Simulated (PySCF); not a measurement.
SMILES C[O][GeH2][CH3] (C2H8GeO), singlet, PBE0/def2-SVP optimised geometry.

```
12

Ge     0.15     0.22     0.00
C     -0.60     2.01     0.00
O     -0.42    -0.52     1.52
C     -0.05    -1.83     1.85
H     -0.37    -0.64    -1.18
H      1.70     0.22     0.00
H     -0.30     2.55    -0.91
H     -1.70     1.96     0.04
H     -0.24     2.57     0.88
H     -0.41    -2.57     1.10
H     -0.50    -2.09     2.82
H      1.05    -1.96     1.94
```

Density from PBE0/def2-TZVP in PySCF 2.14.0 at that geometry.

Minimum of the electron density along straight lines between bonded atoms, close to the bond critical point (lines longer than 1.1 times the sum of covalent radii, or with two minima, are not listed):

| bond | length / Å | ρ at the minimum / e bohr⁻³ | ∇²ρ there / e bohr⁻⁵ | position (fraction from the first atom) |
|---|---|---|---|---|
| Ge1–C2 | 1.936 | 0.133 | 0.10 | 0.47 |
| Ge1–O3 | 1.787 | 0.141 | 0.62 | 0.47 |
| O3–C4 | 1.396 | 0.269 | -0.58 | 0.65 |
| Ge1–H5 | 1.548 | 0.132 | 0.05 | 0.59 |
| Ge1–H6 | 1.548 | 0.132 | 0.05 | 0.59 |
| C2–H7 | 1.100 | 0.268 | -0.88 | 0.64 |
| C2–H8 | 1.099 | 0.269 | -0.89 | 0.64 |
| C2–H9 | 1.099 | 0.269 | -0.89 | 0.64 |
| C4–H10 | 1.109 | 0.273 | -0.93 | 0.64 |
| C4–H11 | 1.102 | 0.278 | -0.96 | 0.65 |
| C4–H12 | 1.109 | 0.273 | -0.93 | 0.64 |
